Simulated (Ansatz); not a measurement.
Frontier orbitals of Cl3HSZr (`[SH][Zr]([Cl])([Cl])[Cl]`).

```csv
atom,x (Å),y (Å),z (Å)
S1,-0.871,0.349,-1.741
Zr2,0.040,0.140,0.482
Cl3,-0.971,1.798,1.744
Cl4,-0.425,-1.990,1.287
Cl5,2.347,0.397,0.376
H6,-0.119,-0.695,-2.149
```

Charge 0, multiplicity 1. Correlated methods include outer-core shells of Zr, which these sets cover unevenly. Zr takes the def2 core potential. The geometry is a stationary point of PBE0-D4/def2-TZVP. It is one conformer, not always the lowest. Basis def2-TZVPP, the Gaussian-basis code of Ansatz.

```json
{"functional": "PBE", "HOMO (eV)": "-7.07", "LUMO (eV)": "-3.52", "gap (eV)": "3.55"}
{"functional": "PBE0", "HOMO (eV)": "-8.29", "LUMO (eV)": "-2.74", "gap (eV)": "5.55"}
{"functional": "HSE06 (plane-wave form)", "HOMO (eV)": "-7.89", "LUMO (eV)": "-3.11", "gap (eV)": "4.78"}
{"functional": "CAM-B3LYP", "HOMO (eV)": "-9.56", "LUMO (eV)": "-1.64", "gap (eV)": "7.92"}
{"functional": "ωB97M-V", "HOMO (eV)": "-10.41", "LUMO (eV)": "-0.65", "gap (eV)": "9.76"}
```

Against PBE, PBE0 changes HOMO and LUMO by −1.21 and +0.78 eV, ωB97M-V by −3.34 and +2.87 eV. A gap of 3.56 eV thus becomes 9.76 eV for the same molecule, so an orbital gap means little without its functional.
